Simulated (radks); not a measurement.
Results of a calculation; reference values are marked as such.
Species: Lu XLII. Configuration: [Ar] 3d10 4s2.

Level of theory: non-relativistic Kohn-Sham, LDA (Slater exchange, Perdew-Wang correlation), spin-unpolarised, spherical densities, point nucleus; relativity is left out, which matters for an element this heavy (a radial shooting solver on a logarithmic mesh with Libxc functionals).

Energy parts (eV):
total: -347583.61
kinetic: 347505.42
electron-nucleus: -761114.04
Hartree: 71639.85
exchange-correlation: -5614.85

Orbitals (lengths in bohr, moments of r in powers of bohr; r(90%) holds 90 % of the orbital's charge):
\begin{tabular}{lrrrrr}
orbital & occ. & eigenvalue (eV) & <r^4> & <r^2> & r(90%) \\ \hline
1s & 2 & -60342.58 & 9.362e-07 & 0.0006094 & 0.0379 \\
2s & 2 & -11396.27 & 0.0001526 & 0.009540 & 0.138 \\
2p & 6 & -10994.60 & 0.00009615 & 0.007057 & 0.123 \\
3s & 2 & -3926.051 & 0.004956 & 0.05806 & 0.328 \\
3p & 6 & -3745.461 & 0.004387 & 0.05353 & 0.320 \\
3d & 10 & -3414.003 & 0.002922 & 0.04138 & 0.290 \\
4s & 2 & -1939.559 & 0.06580 & 0.2190 & 0.622 \\
\end{tabular}

The highest occupied level is 4s at -1939.6 eV. For comparison, the ionisation energy in NIST's Atomic Spectra Database is 2067 eV (theoretical). In exact Kohn-Sham theory the highest level is minus the ionisation energy, but local and semilocal functionals leave it too shallow, through self-interaction and a potential that decays too fast; potentials with the right tail come closer. Summed over all electrons, <r^2> = 1.352 bohr^2, which gives a Langevin (diamagnetic) susceptibility term of -1.07 x 10^-6 cm^3/mol. The density falls to 0.001 e/bohr^3 at r = 1.00 bohr. Virial ratio -V/T = 2.00023.
